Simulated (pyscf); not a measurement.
**HS–Al(Cl)–Cl, singlet**

Gas-phase minimum from PySCF at ωB97X-D3(BJ)/def2-SVP, one conformer. 

```xyz
5

S      2.0561    -0.7791    -0.7607
Al     0.6045    -0.1808     0.7119
Cl     1.2503     0.6052     2.5261
Cl    -1.4359    -0.3813     0.3357
H      1.1130    -1.1758    -1.6396
```

Bonds (Å): S1–Al2 2.153, S1–H5 1.349, Al2–Cl3 2.080, Al2–Cl4 2.084. Bond angles (°): Al2–S1–H5 93.2, S1–Al2–Cl3 119.5, S1–Al2–Cl4 120.7, Cl3–Al2–Cl4 119.8.

Properties at ωB97X-D3(BJ)/def2-SVP:

```yaml
harmonic_wavenumbers_unscaled: 128, 146, 199, 262, 385, 601, 632, 701, 2755 cm⁻¹
zero_point_energy: 8.3 kcal/mol
rotational_symmetry_number: 1
Entropy of this conformer at 298 K and 1 atm, rigid rotor and harmonic oscillator, modes under 100 cm⁻¹ raised to 100: 337.6 J/(mol K)
dipole_moment: 1.17 D
```

Single-point totals, which compare only within one level (frozen core for MP2 and CC):

| level | total energy (hartree) |
|---|---|
| ωB97X-D3(BJ)/def2-TZVP | -1561.91574 |
| PBE/def2-TZVP | -1561.17775 |
| r²SCAN/def2-TZVP | -1561.75406 |
| B3LYP-D3(BJ)/def2-TZVP | -1561.94226 |
| PBE0-D3(BJ)/def2-TZVP | -1561.31469 |
| M06-2X/def2-TZVP | -1561.80059 |
| ωB97M-D3(BJ)/def2-TZVP | -1562.05701 |
| HF/def2-TZVPP | -1559.28195 |
| MP2/def2-TZVPP | -1559.90084 |
| CCSD/def2-TZVPP | -1559.95195 |
| CCSD(T)/def2-TZVPP | -1559.98143 |

Soft torsions are taken as harmonic, which can shift the entropy by several J/(mol K). The CCSD(T) − MP2 part came from Ansatz, without density fitting, on the same reference.
